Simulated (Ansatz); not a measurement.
Input file for Ansatz (a quantum-chemistry and plane-wave program): R-BLYP/def2-TZVPP on SiH4 (SMILES [SiH4]).

Ansatz 0.2 input:
```yaml
crystal:
  periodic: [false, false, false]
  atoms:
    - {symbol: Si, position_ang: [0.00000000, -0.00000000, -0.00000000]}
    - {symbol: H, position_ang: [0.85467615, 0.85467615, 0.85467615]}
    - {symbol: H, position_ang: [-0.85467615, -0.85467615, 0.85467615]}
    - {symbol: H, position_ang: [-0.85467615, 0.85467615, -0.85467615]}
    - {symbol: H, position_ang: [0.85467615, -0.85467615, -0.85467615]}
basis:
  gaussian:
    orbitals: def2-TZVPP
hamiltonian:
  xc: {name: BLYP}
scf: {lower_state_search: off}
```

Program output:

```
WARN ansatz: RAYON_NUM_THREADS=4 ignored (pool sized by the plan → 4); use --threads N
Functional definition: BLYP
these checks for a lower state are left out or cut short: stability, starts, cluster_reference, orbital_swaps, neighbouring_geometries, increment
integrals: 0.02 GiB planned
524 factors; their error is unknown
mean field: 0.22 GiB planned
mean field evaluation 1: about -7941.3129 eV, gradient 1.6e1 eV
mean field evaluation 2: about -7942.0207 eV, gradient 9.1e0 eV
mean field evaluation 4: about -7942.3382 eV, gradient 1.4e-1 eV
mean field evaluation 8: about -7942.3223 eV, gradient 1.3e-1 eV
mean field -7942.32229737 eV, -291.8749609288 hartree, gradient 1.6e-6 eV, S^2 0.000000; 0 other end points of the search recorded, 0 dependent functions left out
reference -7942.32257866 eV, -291.8749712662 hartree; 9, 9 occupied and 89, 89 virtual orbitals, 524 factors
Total energy: -7942.32257866 eV, -291.8749712662 hartree
Checks for a lower state left out: stability, starts, cluster_reference, orbital_swaps, neighbouring_geometries, increment
```

The run converged.

Cost: around 1.2 core-seconds (rough).
